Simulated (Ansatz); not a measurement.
Reactions of C2H6I2OZr, SMILES `C[O][Zr]([CH3])([I])[I]`.

Isolated molecules relaxed with PBE0-D4/def2-TZVP in Ansatz; ΔE leaves out vibrations. CBS: MP2 limit from def2 TZ/QZ plus the TZ coupled-cluster correction, frozen cores. This one scheme is used for every species. DFT in def2-TZVPP. Triplets are unrestricted, without spin–orbit coupling. Elements past krypton have def2 core potentials. For Ga, I, Zr outer-core shells are correlated without core-valence functions, which leaves a few kJ/mol of doubt a bond. Scalar relativity is left out up to krypton. Each species was taken in one conformer, which may not be the lowest.

```tsv
reaction	PBE-D4 (kcal/mol)	MP2/CBS(def2) (kcal/mol)	CCSD/CBS(def2) (kcal/mol)	ωB97M-V (kcal/mol)	CCSD(T)/CBS(def2) (kcal/mol)
`C[O][Zr]([CH3])([I])[I]` + H₂O → `[CH3][Zr]([OH])([I])[I]` + CH₃OH	4.4	5.9	4.6	3.6	5.2
`C[O][Zr]([CH3])([I])[I]` + `C[O][Ga]([OH])[OH]` → `C[O][Ga]([OH])[O]C` + `[CH3][Zr]([OH])([I])[I]`	5.8	6.4	5.5	5.1	5.8
`C[O][Zr]([CH3])([I])[I]` → `[CH2]` (triplet) + `[CH3][Zr]([OH])([I])[I]`	97.1	97.1	91.9	95.1	94.7
`C[O][Zr]([CH3])([I])[I]` + `[OH][Al]([F])[Cl]` → `C[O][Al]([F])[Cl]` + `[CH3][Zr]([OH])([I])[I]`	5.2	5.9	4.8	4.3	5.3
```

Largest T1 diagnostic: 0.014, for `C[O][Zr]([CH3])([I])[I]`.
